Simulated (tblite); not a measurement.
Compound: C6H7O2 (charge -1).
Numbering: `[O-:1][CH2:2][CH2:3][c:4]1[cH:5][cH:6][cH:7][o:8]1` (hydrogens: H9, H10 on C2; H11, H12 on C3; H13 on C5; H14 on C6; H15 on C7)
Bond orders are those of one Lewis drawing.

Computed with GFN2-xTB (tblite), gas phase: nudged elastic band of 9 images (0 to 8), spring 0.2 eV/Å², climbing image at the end, force threshold 0.05 eV/Å. The top image wasn't refined or checked by frequencies; at this threshold it can lie a kcal/mol or more above the true saddle point of the method.

The band describes a rotation about C2–C3 (sp3 carbon bound to oxygen, benzylic-type carbon), followed by the dihedral O1–C2–C3–C4, from the optimised start (-75°) to a second optimised geometry at 75°.

**Question.** How does the energy change from image to image?

**Answer.** 
```json
{"image": "0", "dihedral (°)": "-75", "E (eV)": "0.000", "C2–C3 (Å)": "1.651", "O1···C4 (Å)": "3.14", "largest true force (eV/Å)": "0.01"}
{"image": "1", "dihedral (°)": "-56", "E (eV)": "0.026", "C2–C3 (Å)": "1.654", "O1···C4 (Å)": "3.00", "largest true force (eV/Å)": "0.06"}
{"image": "2", "dihedral (°)": "-37", "E (eV)": "0.101", "C2–C3 (Å)": "1.671", "O1···C4 (Å)": "2.91", "largest true force (eV/Å)": "0.09"}
{"image": "3", "dihedral (°)": "-18", "E (eV)": "0.187", "C2–C3 (Å)": "1.692", "O1···C4 (Å)": "2.86", "largest true force (eV/Å)": "0.08"}
{"image": "4", "dihedral (°)": "2", "E (eV)": "0.227", "C2–C3 (Å)": "1.701", "O1···C4 (Å)": "2.84", "largest true force (eV/Å)": "0.05"}
{"image": "5", "dihedral (°)": "21", "E (eV)": "0.195", "C2–C3 (Å)": "1.690", "O1···C4 (Å)": "2.87", "largest true force (eV/Å)": "0.08"}
{"image": "6", "dihedral (°)": "40", "E (eV)": "0.121", "C2–C3 (Å)": "1.671", "O1···C4 (Å)": "2.93", "largest true force (eV/Å)": "0.09"}
{"image": "7", "dihedral (°)": "59", "E (eV)": "0.059", "C2–C3 (Å)": "1.658", "O1···C4 (Å)": "3.03", "largest true force (eV/Å)": "0.05"}
{"image": "8", "dihedral (°)": "75", "E (eV)": "0.037", "C2–C3 (Å)": "1.655", "O1···C4 (Å)": "3.17", "largest true force (eV/Å)": "0.01"}
```

Barriers of this band. The top is image 4 at 2°: 0.227 eV forward and 0.190 eV back; the end lies 0.037 eV above the start. The central bond is 0.050 Å longer at the top than at the start.

**Question.** What rate follows at 298 K for crossing this barrier forward?

**Answer.** Taking the electronic barrier for the free energy of activation (no zero-point or entropy terms, transmission 1), rate = (kT/h)·exp(−ΔE/kT) ≈ 9 × 10^8 s⁻¹, whose inverse is 1 × 10^-9 s. An error of 1 kcal/mol in the barrier changes this by a factor of 5, and the method and the loose band can each miss by that much or more.

**Question.** How would the two end points share their population at 298 K, from these energies alone?

**Answer.** exp(−ΔE/kT) with ΔE = 0.037 eV gives 0.24 for the higher one (end) against 1 for the lower, without vibrational, rotational or degeneracy terms. GFN2-xTB can put conformers this close in the wrong order.

**Question.** How long is the path, and how are the images spaced?

**Answer.** Cartesian distances between aligned neighbours (all atoms, Å): 0.65, 0.62, 0.61, 0.61, 0.60, 0.60, 0.60, 0.57; the sum is 4.87 Å, and the top lies 51 % of the way along.

The cost below is that of the whole band run. Time: 2.6 s; peak memory 0.18 GiB. Hardware: Arm Neoverse V1, one thread (shared host).
